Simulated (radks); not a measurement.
Question: Radial electron density D(r) = 4 pi r^2 rho(r) of an atom or ion with 8.7 electrons. Calculated with a radial shooting solver on a logarithmic mesh with Libxc functionals: scalar-relativistic Kohn-Sham, r2SCAN, spin-polarised, spherical densities, finite nucleus; meta-GGA in the generalised Kohn-Sham scheme; Fermi nuclear charge, rms radius of each element as measured or else 0.836 A^(1/3) + 0.57 fm.

```
   r/bohr * D(r) (the largest magnitude, 39.6, reaches the edge; | marks zero)
 0.002461 |  *
 0.002982 |   *
 0.003642 |    *
 0.004413 |      *
 0.005348 |         *
 0.006479 |            *
 0.007851 |                *
 0.009513 |                     *
  0.01153 |                           *
  0.01397 |                                  *
  0.01706 |                                         *
  0.02067 |                                               *
  0.02504 |                                                    *
  0.03035 |                                                      *
  0.03677 |                                                     *
  0.04455 |                                                 *
  0.05398 |                                            *
  0.06541 |                                        *
  0.07989 |                                       *
   0.0968 |                                           *
   0.1173 |                                                *
   0.1421 |                                                   *
   0.1722 |                                               *
   0.2086 |                                    *
   0.2528 |                      *
   0.3063 |          *
   0.3741 |   *
   0.4533 |*
   0.5493 *
   0.6656 *
```

What is the nuclear charge?

Answer: Z = 33. The innermost maximum, from 1s, lies near gamma/Z bohr with gamma = sqrt(1 - (Z/c)^2) = 0.971, here 0.0294 bohr (found: 0.0313), and its height grows with Z. The density is that of the arsenic ion As24.3+ in [He] 2s(up 1, down 0.7) 2p5; the configuration itself is not fixed sharply by these data, and Z only to about a unit. D(r) has 2 maxima, at r = 0.0313, 0.141 bohr, and minima at 0.0737 bohr, inside which lie 2.18 electrons.
